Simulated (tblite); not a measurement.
C4H7N3SSi.
Atom-mapped SMILES: `[CH3:1][c:2]1[n:3][cH:4][n:5][n:6][c:7]1[S:8][SiH3:9]` (hydrogens: H10, H11, H12 on C1; H13 on C4; H14, H15, H16 on Si9)

A start from a force field or distance geometry was refined with GFN2-xTB geometry optimisation, gas phase in tblite 0.8.0. Values at the start:

```csv
coordinate,start
C1–C2,1.504 Å
C1–H10,1.102 Å
C2–N3,1.336 Å
C2–C7,1.387 Å
N3–C4,1.356 Å
C4–N5,1.341 Å
C4–H13,1.091 Å
N5–N6,1.304 Å
N6–C7,1.366 Å
C7–S8,1.774 Å
S8–Si9,2.152 Å
Si9–H14,1.483 Å
Si9–H15,1.471 Å
C1–C2–C7,120.3°
C2–N3–C4,119.2°
C2–C7–S8,122.5°
N3–C4–N5,120.6°
C4–N5–N6,122.1°
N5–N6–C7,118.7°
N6–C7–S8,117.3°
C7–S8–Si9,112.5°
```

How do these coordinates change at the GFN2-xTB level?

| coordinate | GFN2-xTB (Å or °) | change |
| --- | --- | --- |
| C7–S8 | 1.705 | -0.069 |
| S8–Si9 | 2.215 | +0.063 |
| N6–C7 | 1.328 | -0.038 |
| C2–C7 | 1.422 | +0.035 |
| C4–N5 | 1.309 | -0.032 |
| C2–N3 | 1.312 | -0.024 |
| Si9–H15 | 1.450 | -0.021 |
| C1–C2 | 1.483 | -0.021 |
| N3–C4 | 1.339 | -0.017 |
| C1–H10 | 1.089 | -0.013 |
| Si9–H14 | 1.471 | -0.012 |
| C4–H13 | 1.080 | -0.011 |
| N5–N6 | 1.307 | +0.003 |
| C7–S8–Si9 | 88.1 | -24.4 |
| N3–C4–N5 | 125.9 | +5.3 |
| C4–N5–N6 | 117.9 | -4.2 |
| C2–C7–S8 | 126.5 | +4.0 |
| N6–C7–S8 | 113.6 | -3.7 |
| N5–N6–C7 | 120.7 | +2.0 |
| C2–N3–C4 | 117.2 | -2.0 |
| C1–C2–C7 | 121.6 | +1.3 |

The energy falls by 0.855 eV over 112 L-BFGS steps, the largest force on an atom goes from 2.25 to 0.009 eV/Å, and the atoms move by 1.184 Å rms after alignment. The bond that changes most is C7–S8 (ends: substituted aromatic carbon; sulfur bonded to C and Si), which shortens by 0.069 Å. Bonds longer at the end by more than 0.005 Å: 2 of 16; shorter: 13. Among the dihedrals that turn most is N6–C7–S8–Si9, from -90° to 0°. Rotational constants go from 2208, 789.2, 666.6 to 2040, 1044, 700.1 MHz.

The run took 4.8 s wall, 3.6 s CPU on AMD EPYC, one thread, no GPU, shared host.

Its GFN2-xTB frequencies are all real (lowest 72 cm⁻¹). One conformer, not necessarily the lowest. 2 starts were optimised and ended at 0.00 and 0.02 kcal/mol (GFN2-xTB); the lowest of these is shown.

These are computed values.
